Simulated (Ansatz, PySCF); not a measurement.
System: Cl₂Sn, singlet: symmetric bend, bond length relaxed. Scanned: Cl-Sn-Cl angle. Other coordinates (Sn-Cl bond length) were minimised at PBE0/def2-TZVP.

RKS-PBE/def2-TZVP = Ansatz (a first-principles code) with restricted PBE/def2-TZVP, def2 effective core potentials past Kr; wB97X-V/def2-TZVP, def2 effective core potentials past Kr (PySCF); CCSD(T) on RHF/def2-TZVP, 14 core orbitals frozen, def2 effective core potentials past Kr (PySCF).

Energies relative to the lowest point of each profile, in kcal/mol; the last columns give the difference from CCSD(T):

```json
[
 {"a / °": "180", "RKS-PBE/def2-TZVP": "26.8", "wB97X-V": "35.0", "CCSD(T)": "33.3", "RKS-PBE/def2-TZVP − CCSD(T)": "-6.5", "wB97X-V − CCSD(T)": "1.7"},
 {"a / °": "170", "RKS-PBE/def2-TZVP": "25.7", "wB97X-V": "33.6", "CCSD(T)": "31.9", "RKS-PBE/def2-TZVP − CCSD(T)": "-6.3", "wB97X-V − CCSD(T)": "1.7"},
 {"a / °": "160", "RKS-PBE/def2-TZVP": "22.6", "wB97X-V": "29.7", "CCSD(T)": "28.2", "RKS-PBE/def2-TZVP − CCSD(T)": "-5.6", "wB97X-V − CCSD(T)": "1.5"},
 {"a / °": "150", "RKS-PBE/def2-TZVP": "18.2", "wB97X-V": "24.1", "CCSD(T)": "22.9", "RKS-PBE/def2-TZVP − CCSD(T)": "-4.7", "wB97X-V − CCSD(T)": "1.2"},
 {"a / °": "140", "RKS-PBE/def2-TZVP": "13.3", "wB97X-V": "17.7", "CCSD(T)": "16.8", "RKS-PBE/def2-TZVP − CCSD(T)": "-3.5", "wB97X-V − CCSD(T)": "0.9"},
 {"a / °": "130", "RKS-PBE/def2-TZVP": "8.4", "wB97X-V": "11.5", "CCSD(T)": "10.8", "RKS-PBE/def2-TZVP − CCSD(T)": "-2.4", "wB97X-V − CCSD(T)": "0.7"},
 {"a / °": "120", "RKS-PBE/def2-TZVP": "4.2", "wB97X-V": "6.0", "CCSD(T)": "5.6", "RKS-PBE/def2-TZVP − CCSD(T)": "-1.3", "wB97X-V − CCSD(T)": "0.4"},
 {"a / °": "110", "RKS-PBE/def2-TZVP": "1.2", "wB97X-V": "2.0", "CCSD(T)": "1.8", "RKS-PBE/def2-TZVP − CCSD(T)": "-0.5", "wB97X-V − CCSD(T)": "0.2"},
 {"a / °": "100", "RKS-PBE/def2-TZVP": "0.0", "wB97X-V": "0.0", "CCSD(T)": "0.0", "RKS-PBE/def2-TZVP − CCSD(T)": "0.0", "wB97X-V − CCSD(T)": "0.0"},
 {"a / °": "90", "RKS-PBE/def2-TZVP": "1.3", "wB97X-V": "1.0", "CCSD(T)": "1.2", "RKS-PBE/def2-TZVP − CCSD(T)": "0.1", "wB97X-V − CCSD(T)": "-0.2"},
 {"a / °": "80", "RKS-PBE/def2-TZVP": "6.7", "wB97X-V": "6.9", "CCSD(T)": "7.2", "RKS-PBE/def2-TZVP − CCSD(T)": "-0.4", "wB97X-V − CCSD(T)": "-0.3"}
]
```

RKS-PBE/def2-TZVP is furthest from CCSD(T) at 180 (-6.5 kcal/mol, below); its mean absolute difference over the points is 2.8 kcal/mol.

wB97X-V is furthest from CCSD(T) at 180 (1.7 kcal/mol, above); its mean absolute difference over the points is 0.8 kcal/mol.
